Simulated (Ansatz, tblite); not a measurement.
Isomers of Al3O3⁺ (singlet), found by a short tight-binding search and relaxed with r2SCAN-D4/def2-SVP in Ansatz.

The xTB rows come from tblite. B3LYP takes the VWN-RPA correlation. Correlated methods freeze 18 core orbitals.

Run but left out: HF/STO-3G (A: restricted singlet, unstable in another Hartree–Fock run and untested here); HF/def2-TZVP (A: restricted singlet, unstable towards broken spin symmetry); HF/def2-TZVPP, MP2/def2-TZVPP, CCSD/def2-TZVPP, CCSD(T)/def2-TZVPP (flagged by the program: other roots).

A further structure is left out (an occupied level 0.35 to 0.38 eV above an empty one); at PBE0-D4/def2-TZVP its energy lies 0.68 eV above the lowest shown.

A: The restricted singlet is unstable towards broken spin symmetry in Hartree–Fock (as tested in another run); at LDA (SPW92)/def2-TZVP, PBE-D4/def2-SVP, PBE-D4/def2-TZVP, BLYP-D4/def2-TZVP and others this wasn't settled. At MP2/def2-TZVP the restricted singlet (for correlated methods, its reference) is unstable: a solution with broken spin symmetry lies lower. B: The restricted singlet is unstable towards broken spin symmetry in Hartree–Fock (as tested in another run); at LDA (SPW92)/def2-TZVP, PBE-D4/def2-SVP, PBE-D4/def2-TZVP, BLYP-D4/def2-TZVP and others this wasn't settled. At MP2/def2-TZVP the restricted singlet (for correlated methods, its reference) is unstable: a solution with broken spin symmetry lies lower. C: It holds 2 O–O bonds.

Other spin states weren't relaxed.

A:

```xyz
6

Al   -0.1618   -1.6416   -0.5319
Al    1.2791    0.4375    1.0853
Al   -1.1169    1.2043   -0.5534
O     1.1000   -1.1860    0.5449
O     0.1594    1.6167    0.5237
O    -1.2597   -0.4309   -1.0685
```

B:

Cartesian coordinates in Å:
```
Al 0.7327 0.7364 -3.0430
Al -0.0615 -0.0593 0.2490
Al -0.8350 -0.8502 3.4977
O 0.0562 -0.4233 -1.4906
O 0.5406 1.0347 -1.0211
O -0.4329 -0.4382 1.8080
```

C:

```tsv
atom	x (Å)	y (Å)	z (Å)
Al1	2.195	1.790	-0.941
Al2	-1.442	0.930	-0.584
Al3	-1.356	-2.361	1.222
O4	0.691	-0.424	0.321
O5	0.628	0.817	-0.418
O6	-0.715	-0.752	0.401
```

D:

```tsv
atom	x (Å)	y (Å)	z (Å)
Al1	-0.264	-0.706	-2.440
Al2	0.085	0.226	0.781
Al3	0.442	1.182	4.067
O4	-0.432	-1.157	-3.967
O5	-0.084	-0.227	-0.793
O6	0.254	0.683	2.352
```

Q: Estimate their order by electronic energy at PBE0-D4/def2-TZVP, counted from the lowest.

A: A (0.0) < D (158.3) < B (312.1) < C (793.3), in kJ/mol.

Q: Do the other levels pick the same lowest one?

A: Not GFN1-xTB. Energies above each level's lowest (kJ/mol):

```csv
level,A,B,C,D
GFN1-xTB,21.0,103.7,415.1,0.0
GFN2-xTB,0.0,436.5,1023.5,178.3
LDA (SPW92)/def2-TZVP,0.0,365.0,832.8,215.4
PBE-D4/def2-SVP,0.0,308.4,735.4,162.6
PBE-D4/def2-TZVP,0.0,327.4,788.4,174.2
BLYP-D4/def2-TZVP,0.0,317.7,774.9,154.1
r2SCAN-D4/def2-TZVP,0.0,357.1,874.5,181.5
B3LYP-D4/def2-TZVP,0.0,310.6,787.0,147.5
PBE0-D4/def2-SVP,0.0,291.2,737.9,145.2
PBE0-D4/def2-TZVP,0.0,312.1,793.3,158.3
MP2/def2-TZVP,0.0,368.1,924.1,161.8
```
Point groups (tolerance 0.1 Å): A D3h, B C2v, C not assigned, D C∞v. Lower isomers may exist. From def2-SVP to def2-TZVP the PBE0 values move by up to 55.4 kJ/mol, so results in the small set are rough.
